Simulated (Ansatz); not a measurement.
Disilane + `O[Si]Br` → `[SiH3]O[Si]Br` + SiH₄ at 500 K and 1 bar (cleavage of the Si–Si bond).

Program: Ansatz. Geometries: PBE0-D4/def2-TZVP. ΔE: electronic, gas phase. CCSD(T)/CBS adds triple-zeta CCSD(T) − MP2 to the extrapolated MP2 energy (def2 sets, frozen cores). This one scheme is used for every species. For Br outer-core shells are correlated without core-valence functions, which leaves a few kJ/mol of doubt a bond. Scalar relativity is left out up to krypton. Each species was taken in one conformer, which may not be the lowest.

```json
{"species": "`[SiH3][SiH3]`", "CCSD(T)/CBS energy (Eh)": "-581.74359", "H − E (kJ/mol)": "163.1", "S (J/(mol·K))": "323.1"}
{"species": "`O[Si]Br`", "CCSD(T)/CBS energy (Eh)": "-2938.23569", "H − E (kJ/mol)": "65.4", "S (J/(mol·K))": "323.3"}
{"species": "`[SiH3]O[Si]Br`", "CCSD(T)/CBS energy (Eh)": "-3228.55316", "H − E (kJ/mol)": "121.4", "S (J/(mol·K))": "404.8"}
{"species": "SiH₄", "CCSD(T)/CBS energy (Eh)": "-291.46306", "H − E (kJ/mol)": "102.4", "S (J/(mol·K))": "230.9"}
```

H − E and S are ideal-gas, rigid-rotor, harmonic terms from PBE0-D4/def2-TZVP, for one conformer and one mirror image of each species. 1 Eh = 2625.50 kJ/mol, R = 8.31446 J/(mol·K).

Problem. By hand: ΔE, ΔH, ΔS and ΔG.

Solution. ΔE = (-3228.55316) + (-291.46306) − (-581.74359) − (-2938.23569) = -0.03694 Eh = -97.0 kJ/mol. Δ(H − E) = 121.4 + 102.4 − 163.1 − 65.4 = -4.7, so ΔH = -101.7 kJ/mol. ΔS = 404.8 + 230.9 − 323.1 − 323.3 = -10.7 J/(mol·K). ΔG = -101.7 − 500 × (-10.7)/1000 = -96.4 kJ/mol.

Problem. By hand: the equilibrium constant, and the temperature at which ΔG would vanish if ΔH and ΔS stayed fixed.

Solution. log₁₀ K = −ΔG/(RT ln 10) = 10.1. ΔG = 0 at ΔH/ΔS = 9505 K, far beyond where these terms or the molecules hold.

The number of gas molecules stays the same, so ΔS is small and ΔH decides. A doubt of 5 kJ/mol in ΔE shifts log₁₀ K by 0.5 here. Other conformers and mirror images would add mixing entropy, several J/(mol·K) or more a flexible species. These are equilibria of isolated gas molecules and say nothing of rates. Largest T1 diagnostic: 0.013 (customary marks: 0.02 for closed shells, 0.045 for open ones).
